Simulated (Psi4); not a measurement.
Input for Psi4: SAPT0/aug-cc-pVDZ on GeH6S (a complex), monomers drawn apart or pushed together.

```
memory 8100 MB

molecule dimer {
0 1
S     0.15622602   -0.37545103   -0.31384901
H     0.27778211   -1.63364362    0.13843912
H    -1.17203866   -0.37163864   -0.11926021
--
0 1
Ge    0.00330487    0.12817356    3.11927246
H    -0.12449608    0.27863666    4.64563963
H    -1.00365448   -0.92859936    2.63977826
H     1.42776237   -0.32306298    2.77159047
H    -0.30168767    1.47351937    2.44854501
units angstrom
symmetry c1
no_reorient
no_com
}

set {
  basis aug-cc-pVDZ
  scf_type df
  freeze_core true
}

energy('sapt0')
```

Program output:

```
[...]
==> Input File <==

--------------------------------------------------------------------------
memory 8100 MB

molecule dimer {
0 1
S     0.15622602   -0.37545103   -0.31384901
H     0.27778211   -1.63364362    0.13843912
H    -1.17203866   -0.37163864   -0.11926021
--
0 1
Ge    0.00330487    0.12817356    3.11927246
H    -0.12449608    0.27863666    4.64563963
H    -1.00365448   -0.92859936    2.63977826
H     1.42776237   -0.32306298    2.77159047
H    -0.30168767    1.47351937    2.44854501
units angstrom
symmetry c1
no_reorient
no_com
}

set {
  basis aug-cc-pVDZ
  scf_type df
  freeze_core true
}

energy('sapt0')
--------------------------------------------------------------------------


   => Loading Basis Set <=

    Name: AUG-CC-PVDZ
    Role: ORBITAL
    Keyword: BASIS
    atoms 1        entry S          line   702 file aug-cc-pvdz.gbs
    atoms 2-3, 5-8 entry H          line    40 file aug-cc-pvdz.gbs
    atoms 4        entry GE         line  2999 file aug-cc-pvdz.gbs

   => Loading Basis Set <=

    Name: AUG-CC-PVDZ
    Role: ORBITAL
    Keyword: BASIS
    atoms 1        entry S          line   702 file aug-cc-pvdz.gbs
    atoms 2-3, 5-8 entry H          line    40 file aug-cc-pvdz.gbs
    atoms 4        entry GE         line  2999 file aug-cc-pvdz.gbs


  //>>>>>>>>>>>>>>>>>>>>>>>>>>>>>>>>>>>//
  //              Dimer HF             //
  //<<<<<<<<<<<<<<<<<<<<<<<<<<<<<<<<<<<//

   => Libint2 <=

    Primary   basis highest AM E, G, H:  7, 6, 3
    Auxiliary basis highest AM E, G, H:  7, 7, 4
    Onebody   basis highest AM E, G, H:  -, -, -
    Solid Harmonics ordering:            Gaussian


   => Loading Basis Set <=

    Name: AUG-CC-PVDZ
    Role: ORBITAL
    Keyword: BASIS
    atoms 1        entry S          line   702 file aug-cc-pvdz.gbs
    atoms 2-3, 5-8 entry H          line    40 file aug-cc-pvdz.gbs
    atoms 4        entry GE         line  2999 file aug-cc-pvdz.gbs


         ---------------------------------------------------------
                                   SCF
               by Justin Turney, Rob Parrish, Andy Simmonett
                          and Daniel G. A. Smith
                              RHF Reference
                        4 Threads,   7724 MiB Core
         ---------------------------------------------------------

  ==> Geometry <==

    Molecular point group: c1
    Full point group: C1

    Geometry (in Angstrom), charge = 0, multiplicity = 1:

       Center              X                  Y                   Z               Mass
    ------------   -----------------  -----------------  -----------------  -----------------
         S            0.156226020000    -0.375451030000    -0.313849010000    31.972071174400
         H            0.277782110000    -1.633643620000     0.138439120000     1.007825032230
         H           -1.172038660000    -0.371638640000    -0.119260210000     1.007825032230
         GE           0.003304870000     0.128173560000     3.119272460000    73.921177761000
         H           -0.124496080000     0.278636660000     4.645639630000     1.007825032230
         H           -1.003654480000    -0.928599360000     2.639778260000     1.007825032230
         H            1.427762370000    -0.323062980000     2.771590470000     1.007825032230
         H           -0.301687670000     1.473519370000     2.448545010000     1.007825032230

  Running in c1 symmetry.

  Rotational constants: A =      1.07960  B =      0.02185  C =      0.02168 [cm^-1]
  Rotational constants: A =  32365.58603  B =    655.16795  C =    650.08728 [MHz]
  Nuclear repulsion =  156.565146828985320

  Charge       = 0
  Multiplicity = 1
  Electrons    = 54
  Nalpha       = 27
  Nbeta        = 27

  ==> Algorithm <==

  SCF Algorithm Type is DF.
  DIIS enabled.
  MOM disabled.
  Fractional occupation disabled.
  Guess Type is SAD.
  Energy threshold   = 1.00e-08
  Density threshold  = 1.00e-08
  Integral threshold = 1.00e-12

  ==> Primary Basis <==

  Basis Set: AUG-CC-PVDZ
    Blend: AUG-CC-PVDZ
    Number of shells: 55
    Number of basis functions: 117
    Number of Cartesian functions: 122
    Spherical Harmonics?: true
    Max angular momentum: 2

   => Loading Basis Set <=

    Name: (AUG-CC-PVDZ AUX)
    Role: JKFIT
    Keyword: DF_BASIS_SCF
    atoms 1        entry S          line   690 file aug-cc-pvdz-jkfit.gbs
    atoms 2-3, 5-8 entry H          line    70 file aug-cc-pvdz-jkfit.gbs
    atoms 4        entry GE         line  1047 file aug-cc-pvdz-jkfit.gbs

  ==> Integral Setup <==

  DFHelper Memory: AOs need 0.057 GiB; user supplied 5.658 GiB.
  SCF_SUBTYPE=INCORE selected. In-core MEM_DF algorithm will be used.
  Using in-core AOs.

  ==> MemDFJK: Density-Fitted J/K Matrices <==

    J tasked:                   Yes
    K tasked:                   Yes
    wK tasked:                   No
    OpenMP threads:               4
    Algorithm:                 Core
    Schwarz Cutoff:           1E-12
    Mask sparsity (%):       0.2776
    Fitting Con
[...]
  113A      6.808041   114A     20.556338
     115A     20.756797   116A     21.072169   117A    137.965331

    Final Occupation by Irrep:
              A
    DOCC [    18 ]
    NA   [    18 ]
    NB   [    18 ]

  @DF-RHF Final Energy: -2077.11571396519685

   => Energetics <=

    Nuclear Repulsion Energy =             45.3672960906380141
    One-Electron Energy =               -2986.3326885508076884
    Two-Electron Energy =                 863.8496784949727498
    Total Energy =                      -2077.1157139651968464

Computation Completed


Properties will be evaluated at   0.000000,   0.000000,   0.000000 [a0]

Properties computed using the SCF density matrix


 Multipole Moments:

 ------------------------------------------------------------------------------------
     Multipole            Electronic (a.u.)      Nuclear  (a.u.)        Total (a.u.)
 ------------------------------------------------------------------------------------

 L = 1.  Multiply by 2.5417464519 to convert [e a0] to [Debye]
 Dipole X            :         -0.1888683            0.1959268            0.0070585
 Dipole Y            :         -8.6910576            8.6966096            0.0055520
 Dipole Z            :       -212.2719640          212.2583320           -0.0136319
 Magnitude           :                                                    0.0163241

 ------------------------------------------------------------------------------------

  Constructing Basis Sets for SAPT...

   => Loading Basis Set <=

    Name: (AUG-CC-PVDZ AUX)
    Role: RIFIT
    Keyword: DF_BASIS_SAPT
    atoms 1        entry S          line   516 file aug-cc-pvdz-ri.gbs
    atoms 2-3, 5-8 entry H          line    30 file aug-cc-pvdz-ri.gbs
    atoms 4        entry GE         line   760 file aug-cc-pvdz-ri.gbs

   => Loading Basis Set <=

    Name: (AUG-CC-PVDZ AUX)
    Role: JKFIT
    Keyword: DF_BASIS_ELST
    atoms 1        entry S          line   690 file aug-cc-pvdz-jkfit.gbs
    atoms 2-3, 5-8 entry H          line    70 file aug-cc-pvdz-jkfit.gbs
    atoms 4        entry GE         line  1047 file aug-cc-pvdz-jkfit.gbs


  //>>>>>>>>>>>>>>>>>>>>>>>>>>>>>>>>>>>//
  //               SAPT0               //
  //<<<<<<<<<<<<<<<<<<<<<<<<<<<<<<<<<<<//



        SAPT0
    Ed Hohenstein
     6 June 2009

      Orbital Information
  --------------------------
    NSO        =       117
    NMO        =       117
    NRI        =       360
    NRI (Elst) =       514
    NOCC A     =         9
    NOCC B     =        18
    FOCC A     =         5
    FOCC B     =         9
    NVIR A     =       108
    NVIR B     =        99

    Elst10,r            =    -0.006680615358 [Eh]
    Exch10              =     0.013097995905 [Eh]
    Exch10 (S^2)        =     0.012954332868 [Eh]

    Maxiter = 50
    CPHF R converge = 1.000000E-08

    Iter     Energy [mEh]          dE [mEh]         Residual      Time [s]
       1      -7.99379828       7.993798281     1.155771e-02             0
       2      -9.88172175       1.887923473     2.254496e-03             0
       3      -9.84769131      -0.034030445     7.139079e-04             0
       4      -9.82742292      -0.020268392     1.557903e-04             0
       5      -9.83225764       0.004834720     3.001799e-05             0
       6      -9.83240627       0.000148629     7.269564e-06             0
       7      -9.83218699      -0.000219272     1.845600e-06             0
       8      -9.83223244       0.000045446     2.942326e-07             0
       9      -9.83222743      -0.000005015     5.834906e-08             0
      10      -9.83222801       0.000000583     1.099023e-08             0
      11      -9.83222802       0.000000011     2.832419e-09             0

    CHF Iterations converged

    Maxiter = 50
    CPHF R converge = 1.000000E-08

    Iter     Energy [mEh]          dE [mEh]         Residual      Time [s]
       1      -1.51099837       1.510998366     4.663462e-03             0
       2      -1.79736955       0.286371183     8.845798e-04             0
       3      -1.79761388       0.000244326     2.654436e-04             0
       4      -1.79395892      -0.003654959     4.260458e-05             0
       5      -1.79433460       0.000375681     7.442131e-06             0
       6      -1.79437144       0.000036846     1.384708e-06             0
       7      -1.79435275      -0.000018696     2.462894e-07             0
       8      -1.79435550       0.000002751     3.648695e-08             0
       9      -1.79435522      -0.000000274     4.461399e-09             0

    CHF Iterations converged

    Ind20,r (A<-B)      =    -0.009832228020 [Eh]
    Ind20,r (B<-A)      =    -0.001794355224 [Eh]
    Ind20,r             =    -0.011626583244 [Eh]
    Exch-Ind20,r (A<-B) =     0.009167872198 [Eh]
    Exch-Ind20,r (B<-A) =     0.001543290528 [Eh]
    Exch-Ind20,r        =     0.010711162727 [Eh]
    Disp20              =    -0.006344241233 [Eh]
    Disp20 (SS)         =    -0.003172120617 [Eh]
    Disp20 (OS)         =    -0.003172120617 [Eh]
    Exch-Disp20         =     0.001027233733 [Eh]
    Exch-Disp20 (SS)    =     0.000652996040 [Eh]
    Exch-Disp20 (OS)    =     0.000374237693 [Eh]

    SAPT Results
  --------------------------------------------------------------------------------------------------------
    Electrostatics                 -6.68061536 [mEh]      -4.19214943 [kcal/mol]     -17.53995321 [kJ/mol]
      Elst10,r                     -6.68061536 [mEh]      -4.19214943 [kcal/mol]     -17.53995321 [kJ/mol]

    Exchange                       13.09799591 [mEh]       8.21911652 [kcal/mol]      34.38878351 [kJ/mol]
      Exch10                       13.09799591 [mEh]       8.21911652 [kcal/mol]      34.38878351 [kJ/mol]
      Exch10(S^2)                  12.95433287 [mEh]       8.12896660 [kcal/mol]      34.01159626 [kJ/mol]

    Induction                      -1.58209567 [mEh]      -0.99278002 [kcal/mol]      -4.15379160 [kJ/mol]
      Ind20,r                     -11.62658324 [mEh]      -7.29579113 [kcal/mol]     -30.52559010 [kJ/mol]
      Exch-Ind20,r                 10.71116273 [mEh]       6.72135609 [kcal/mol]      28.12215386 [kJ/mol]
      delta HF,r (2)               -0.66667515 [mEh]      -0.41834497 [kcal/mol]      -1.75035536 [kJ/mol]

    Dispersion                     -5.31700750 [mEh]      -3.33647258 [kcal/mol]     -13.95980127 [kJ/mol]
      Disp20                       -6.34424123 [mEh]      -3.98107148 [kcal/mol]     -16.65680306 [kJ/mol]
      Exch-Disp20                   1.02723373 [mEh]       0.64459890 [kcal/mol]       2.69700180 [kJ/mol]
      Disp20 (SS)                  -3.17212062 [mEh]      -1.99053574 [kcal/mol]      -8.32840153 [kJ/mol]
      Disp20 (OS)                  -3.17212062 [mEh]      -1.99053574 [kcal/mol]      -8.32840153 [kJ/mol]
      Exch-Disp20 (SS)              0.65299604 [mEh]       0.40976120 [kcal/mol]       1.71444087 [kJ/mol]
      Exch-Disp20 (OS)              0.37423769 [mEh]       0.23483770 [kcal/mol]       0.98256093 [kJ/mol]

  Total HF                          4.83528488 [mEh]       3.03418707 [kcal/mol]      12.69503871 [kJ/mol]
  Total SAPT0                      -0.48172262 [mEh]      -0.30228551 [kcal/mol]      -1.26476256 [kJ/mol]

  Special recipe for scaled SAPT0 (see Manual):
    Electrostatics sSAPT0          -6.68061536 [mEh]      -4.19214943 [kcal/mol]     -17.53995321 [kJ/mol]
    Exchange sSAPT0                13.09799591 [mEh]       8.21911652 [kcal/mol]      34.38878351 [kJ/mol]
    Induction sSAPT0               -1.22176994 [mEh]      -0.76667221 [kcal/mol]      -3.20775654 [kJ/mol]
    Dispersion sSAPT0              -5.28245115 [mEh]      -3.31478814 [kcal/mol]     -13.86907357 [kJ/mol]
  Total sSAPT0                     -0.08684054 [mEh]      -0.05449326 [kcal/mol]      -0.22799980 [kJ/mol]
  --------------------------------------------------------------------------------------------------------



*** Psi4 exiting successfully. Buy a developer a beer!
```

The run finished.

Cost: very roughly 40 core-seconds.
